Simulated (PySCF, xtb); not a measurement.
Te(F)(OMe) (CH3FOTe), SMILES CO[Te]F. Atoms are numbered in the order given.

```xyz
7

Te     0.0100     0.2769     0.5036
F     -1.7860     0.3600    -0.2680
O      0.7138    -1.1951    -0.6194
C      1.0609    -0.9151    -1.9693
H      1.7719    -0.0740    -2.0566
H      1.5356    -1.8256    -2.3687
H      0.1684    -0.6870    -2.5765
```
Charge 0, spin multiplicity 1.

Geometry optimised at B3LYP-D3(BJ)/def2-SVP. The def2 effective core potentials stand for the cores of Te; spin–orbit coupling is left out. One conformer was computed; it need not be the lowest.

These are C-PCM-PBE0/def2-SVP in PySCF values and carry that method's errors.

The values are the electrostatic part of the solvation free energy, E(continuum) − E(gas) at the gas-phase geometry, in a cavity of scaled van der Waals radii (PySCF's table); cavitation and dispersion terms are not included. In vacuum the orbital gap is 4.21 eV. The dipole moment in vacuum is 2.49 D.

Computed values in water (ε = 78.36), methanol (ε = 32.61), diethylether (ε = 4.24):
```
solvent           ε  ΔG(elec) (kcal/mol)  dipole (D)  gap (eV)
------------  -----  -------------------  ----------  --------
water         78.36                 -5.4        3.13      4.32
methanol      32.61                 -5.3        3.11      4.32
diethylether   4.24                 -4.1        2.96      4.29
```

For comparison, GFN2-xTB/ALPB(water) (xtb, at the GFN2-xTB geometry, all terms of that model) gives -3.5 kcal/mol.
